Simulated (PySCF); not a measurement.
C₆H₈N₂.
Structure used (GFN2-xTB), in Å, numbered top down from 1:
```xyz
16
C6H8N2 angstrom
C      2.2797    0.4977    0.6203
C      1.6061   -0.4928   -0.3322
C      0.1228   -0.3119   -0.2704
N     -0.4280    0.5132   -1.1525
C     -1.7323    0.7081   -1.0719
C     -2.5149    0.0846   -0.1112
C     -1.8419   -0.7607    0.7592
N     -0.5379   -0.9587    0.6826
H      1.9397    0.3254    1.6386
H      3.3594    0.3779    0.5857
H      2.0321    1.5176    0.3357
H      1.8548   -1.5119   -0.0358
H      1.9412   -0.3088   -1.3530
H     -2.1540    1.3853   -1.8046
H     -3.5782    0.2447   -0.0468
H     -2.3561   -1.3009    1.5448
```

Level of theory: TDDFT CAM-B3LYP/def2-SVPD, vertical, gas phase, core orbitals frozen in the response in PySCF 2.14.0, density-fitted response routines.

Transition dipole moments from the ground state, in atomic units and in the frame of the coordinates above (overall signs are arbitrary), for the states with f of 0.002 or more among the lowest 8:

```tsv
state	E (eV)	μx	μy	μz
S1	4.482	-0.034	-0.155	-0.125
S3	5.782	0.036	0.371	-0.462
S5	6.367	-0.234	-0.145	-0.135
S6	6.640	-0.954	0.080	-0.001
S8	7.673	1.686	-0.221	-0.041
```

(1) What oscillator strength does each state have?

(2) What angle do the transition dipoles of S5 and S8 make?

(3) What peak molar absorption coefficient would the strongest computed level give as a lone Gaussian band 0.3 eV wide at half height?

Answers

(1) f = (2/3) ΔE |μ|² with ΔE in hartree (27.2114 eV).

| state | \|μ\|² (au) | \|μ\| (D) | f |
| --- | --- | --- | --- |
| S1 | 0.041 | 0.51 | 0.004 |
| S3 | 0.352 | 1.51 | 0.050 |
| S5 | 0.094 | 0.78 | 0.015 |
| S6 | 0.916 | 2.43 | 0.149 |
| S8 | 2.893 | 4.32 | 0.544 |

(2) |cos θ| = |μa·μb| / (|μa| |μb|) = 0.68, so θ ≈ 47° (taken between 0 and 90°, since the signs are arbitrary).

(3) ε(max) = 2.175×10⁸ f / FWHM, with the width in cm⁻¹. S8: 2.175×10⁸ × 0.5438 / 2420 ≈ 49000 L mol⁻¹ cm⁻¹.

One conformer stands for the species.
